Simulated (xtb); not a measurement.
C2H9GaN (SMILES [CH3][Ga+]([CH3])<-[NH3]), charge +1, singlet, from a rough starting geometry (GFN-xTB shapes and energies of metal compounds can be far from the true ones); GFN2-xTB (xtb).

xtb was given this input:
```
$ xtb mol.xyz --gfn 2 --chrg 1 --opt vtight --json

# file mol.xyz
13

Ga     0.04115043     0.47171941     0.13657878
C      1.56208306     1.15628691    -0.99913280
H      2.43755391     0.51695813    -0.75482898
H      1.80384210     2.18010539    -0.81541168
H      1.27161799     1.12279908    -2.06576422
C     -1.52396527     0.64621616     1.46122098
H     -2.11007355    -0.25765406     1.38004355
H     -2.05277493     1.49213698     1.27523515
H     -1.01715836     0.65622098     2.52386586
N     -0.04725914    -1.67970360    -0.42540207
H     -0.65094828    -1.85913152    -1.29755277
H     -0.40743508    -2.29149231     0.30586967
H      0.85449730    -2.05614398    -0.68304891
```

Output, abridged:

```
   ID    Z sym.   atoms
    1   31 Ga     1
    2    6 C      2, 6
    3    1 H      3-5, 7-9, 11-13
    4    7 N      10

           -------------------------------------------------
          |                Calculation Setup                |
           -------------------------------------------------

           -------------------------------------------------
          |                 G F N 2 - x T B                 |
           -------------------------------------------------

          ...................................................
          :                      SETUP                      :
          :.................................................:
          :  # basis functions                  31          :
          :  # atomic orbitals                  30          :
          :  # shells                           18          :
          :  # electrons                        24          :
          :  max. iterations                   250          :
          :  Hamiltonian                  GFN2-xTB          :
          :  restarted?                      false          :
          :  GBSA solvation                  false          :
          :  PC potential                    false          :
          :  electronic temp.          300.0000000     K    :
          :  accuracy                    1.0000000          :
          :  -> integral cutoff          0.2500000E+02      :
          :  -> integral neglect         0.1000000E-07      :
          :  -> SCF convergence          0.1000000E-05 Eh   :
          :  -> wf. convergence          0.1000000E-03 e    :
          :  Broyden damping             0.4000000          :
          :  net charge                          1          :
          :  unpaired electrons                  0          :
          ...................................................

 iter      E             dE          RMSdq      gap      omega  full diag
   1    -12.6433003 -0.126433E+02  0.106E+01    3.84       0.0  T
   2    -12.7064243 -0.631240E-01  0.846E+00    3.76       1.0  T
   3    -12.7091573 -0.273294E-02  0.554E+00    3.81       1.0  T
   4    -12.7085536  0.603690E-03  0.146E+00    3.76       1.0  T
   5    -12.7095254 -0.971763E-03  0.517E-01    3.81       1.0  T
   6    -12.7096588 -0.133466E-03  0.310E-01    3.82       1.0  T
   7    -12.7098083 -0.149465E-03  0.145E-01    3.82       1.0  T
   8    -12.7098175 -0.916175E-05  0.243E-02    3.82       1.1  T
   9    -12.7098177 -0.208650E-06  0.791E-03    3.82       3.5  T
  10    -12.7098177 -0.197416E-07  0.119E-03    3.82      23.3  T
  11    -12.7098177 -0.138019E-08  0.252E-04    3.82     109.9  T
  12    -12.7098177 -0.368541E-10  0.445E-05    3.82     623.9  T

   *** convergence criteria satisfied after 12 iterations ***

         :::::::::::::::::::::::::::::::::::::::::::::::::::::
         ::                     SUMMARY                     ::
         :::::::::::::::::::::::::::::::::::::::::::::::::::::
         :: total energy             -12.546874232172 Eh    ::
         :: gradient norm              0.120063983767 Eh/a0 ::
         :: HOMO-LUMO gap              3.822584861111 eV    ::
         ::.................................................::
         :: SCC energy               -12.709795935651 Eh    ::
         :: -> isotropic ES            0.098935061563 Eh    ::
         :: -> anisotropic ES         -0.015888157884 Eh    ::
         :: -> anisotropic XC          0.007695926057 Eh    ::
         :: -> dispersion             -0.004762851640 Eh    ::
         :: repulsion energy           0.162921703479 Eh    ::
         :: add. restraining           0.000000000000 Eh    ::
         :: total charge               1.000000000000 e     ::
         :::::::::::::::::::::::::::::::::::::::::::::::::::::

      -----------------------------------------------------------
     |                   =====================                   |
     |                        A N C O P T                        |
[...]
 * total energy  :   -12.5589798 Eh     change       -0.3815284E-05 Eh
 * total energy  :   -12.5589810 Eh     change       -0.1262159E-05 Eh
 * total energy  :   -12.5589819 Eh     change       -0.8699319E-06 Eh
 * total energy  :   -12.5589822 Eh     change       -0.2900745E-06 Eh
 * total energy  :   -12.5589826 Eh     change       -0.3403885E-06 Eh
 * total energy  :   -12.5589829 Eh     change       -0.3879530E-06 Eh
 * total energy  :   -12.5589838 Eh     change       -0.8457647E-06 Eh
 * total energy  :   -12.5589849 Eh     change       -0.1106262E-05 Eh
 * total energy  :   -12.5589856 Eh     change       -0.6720501E-06 Eh
 * total energy  :   -12.5589861 Eh     change       -0.5166079E-06 Eh
 * total energy  :   -12.5589863 Eh     change       -0.2100980E-06 Eh
 * total energy  :   -12.5589863 Eh     change       -0.5747927E-07 Eh
   *** GEOMETRY OPTIMIZATION CONVERGED AFTER 42 ITERATIONS ***
         :: total energy             -12.558986346229 Eh    ::
[...]
        16                         -0.1727739              -4.7014
        17                         -0.1661496              -4.5212
        18                         -0.0929696              -2.5298
        19                         -0.0654832              -1.7819
        20                         -0.0239762              -0.6524
        21                          0.0043480               0.1183
        22                          0.0067398               0.1834
        23                          0.0221302               0.6022
       ...                                ...                  ...
        30                          1.2171790              33.1211
      -------------------------------------------------------------
                  HL-Gap            0.1414607 Eh            3.8493 eV
             Fermi-level           -0.4902449 Eh          -13.3402 eV

     #   Z          covCN         q      C6AA      α(0)
     1  31 Ga       2.340     0.217   213.237    32.747
     2   6 C        3.626    -0.168    24.266     7.097
     3   1 H        0.924     0.125     1.570     1.959
     4   1 H        0.924     0.124     1.582     1.967
     5   1 H        0.924     0.127     1.561     1.954
     6   6 C        3.626    -0.168    24.268     7.098
     7   1 H        0.924     0.127     1.562     1.954
     8   1 H        0.924     0.124     1.583     1.968
     9   1 H        0.924     0.125     1.571     1.960
    10   7 N        3.211    -0.325    28.345     7.907
    11   1 H        0.859     0.228     0.974     1.546
    12   1 H        0.859     0.232     0.957     1.532
    13   1 H        0.859     0.233     0.953     1.529

 Mol. C6AA /au·bohr⁶  :       1572.387596
 Mol. C8AA /au·bohr⁸  :      70213.365582
 Mol. α(0) /au        :         71.218803

Wiberg/Mayer (AO) data.
largest (>0.10) Wiberg bond orders for each atom

 ---------------------------------------------------------------------------
     #   Z sym  total        # sym  WBO       # sym  WBO       # sym  WBO
 ---------------------------------------------------------------------------
     1  31 Ga   2.853 --     2 C    0.942     6 C    0.942    10 N    0.500
     2   6 C    3.989 --     1 Ga   0.942     4 H    0.915     3 H    0.909
                             5 H    0.908     6 C    0.262
     3   1 H    0.984 --     2 C    0.909
     4   1 H    0.985 --     2 C    0.915
     5   1 H    0.984 --     2 C    0.908
     6   6 C    3.989 --     1 Ga   0.942     8 H    0.915     9 H    0.910
                             7 H    0.908     2 C    0.262
     7   1 H    0.984 --     6 C    0.908
     8   1 H    0.985 --     6 C    0.915
     9   1 H    0.984 --     6 C    0.910
    10   7 N    3.363 --    11 H    0.924    12 H    0.923    13 H    0.923
                             1 Ga   0.500
    11   1 H    0.948 --    10 N    0.924
    12   1 H    0.946 --    10 N    0.923
    13   1 H    0.946 --    10 N    0.923
 ---------------------------------------------------------------------------

Topologies differ in total number of bonds
Writing topology from bond orders to xtbtopo.mol

molecular dipole:
                 x           y           z       tot (Debye)
 q only:       -0.002      -0.673      -0.178
   full:       -0.012      -0.887      -0.235       2.332
molecular quadrupole (traceless):
                xx          xy          yy          xz          yz          zz
 q only:       -0.698       1.832       3.239      -6.246       1.922      -2.541
  q+dip:       -1.114       2.143       4.247      -7.062       2.441      -3.132
   full:       -2.401       1.161       5.317      -3.059       2.511      -2.916

optimized geometry written to: xtbopt.xyz

           -------------------------------------------------
          | TOTAL ENERGY              -12.558986346229 Eh   |
          | GRADIENT NORM               0.000113315257 Eh/α |
          | HOMO-LUMO GAP               3.849340349456 eV   |
           -------------------------------------------------
```
